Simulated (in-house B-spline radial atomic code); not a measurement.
Sc3+: [He] 2s1 2p6 3s2 3p6 3d1 (with a hole in an inner shell)

Computed with an all-electron radial atomic-structure program (B-spline basis): Dirac-Kohn-Sham B3LYP, spherical fractional occupations, Fermi nucleus of rms radius 3.5459 fm.

Z_r = [3n² - l(l+1)]/(2<r>); Z_e = n√(-2ε); the last column is Slater's effective charge. Values are occupation-weighted means over j.

```
shell  electrons   ε (eV)  <r> (bohr)    Z_r    Z_e  Slater
   1s          2  -4507.4       0.073  20.55  18.20   20.70
   2s          1  -540.29      0.3389  17.70  12.60   17.20
   2p          6  -460.69      0.3015  16.58  11.64   17.20
   3s          2  -95.211       1.021  13.22   7.94   10.60
   3p          6  -71.965       1.078  11.59   6.90   10.60
   3d          1  -34.747       1.264   8.30   4.79    4.00
```

The least bound orbital is 3d5/2 at -34.72 eV, and it is also the most diffuse (<r> = 1.265 bohr). The part-filled 2s shell lies below the filled 3p shell in orbital energy.

Spin-orbit splittings of the orbital energies (j = l + 1/2 above j = l - 1/2 when positive): 2p 4.85 eV, 3p 0.622 eV, 3d 0.05956 eV.

For the 1s electron the small component carries 0.565 % of the norm, the zero-frequency Breit interaction raises the level by 4.161 eV, self-energy by 1.979 eV, and vacuum polarisation lowers it by 0.15 eV.

The density falls to 0.001 bohr⁻³ at 2.806 bohr; Σ<r²> = 13.356 bohr² gives, by the non-relativistic formula and without the paramagnetism of open shells, a Langevin diamagnetic susceptibility of -10.58×10⁻⁶ cm³/mol.

Caution: exact exchange at fractional occupations of open shells leaves self-interaction of up to several eV.
